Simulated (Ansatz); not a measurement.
```yaml
crystal:
  periodic: [false, false, false]
  atoms:
    - {symbol: Ag, position_ang: [0.375319, -1.820503, -0.595895]}
    - {symbol: Ag, position_ang: [-1.311440, 0.381993, -0.641997]}
    - {symbol: Ag, position_ang: [0.530163, 2.587069, -0.250193]}
    - {symbol: Ag, position_ang: [0.712167, 0.155867, 1.321530]}
    - {symbol: O, position_ang: [-1.182481, -1.337730, -1.836214]}
    - {symbol: O, position_ang: [1.698297, -1.660277, 0.960466]}
    - {symbol: O, position_ang: [-0.822035, 1.693571, 1.042304]}
basis:
  gaussian: {orbitals: def2-TZVPD, initial_orbitals: start.molden}
total_charge: -1
magnetization: {spin_polarized: true, initial_magnetization: 1}
hamiltonian: {xc: {name: wB97M-V}}
scf: {omitted_lower_state_checks: [starts]}
output: {orbitals: {seedname: orbitals}}
```

The file start.molden holds the orbitals of an earlier run on this structure, at another level or in another basis.

```sh
$ ansatz run in.yaml --threads 4 --pin off --events-out ev --progress --plain --max-ram 4787MiB
```

(1) Does this run fit into the memory that it is given?

Results:

(1) No. It has 280 basis functions, and Ansatz plans for 6 GiB where 5 GiB are given.
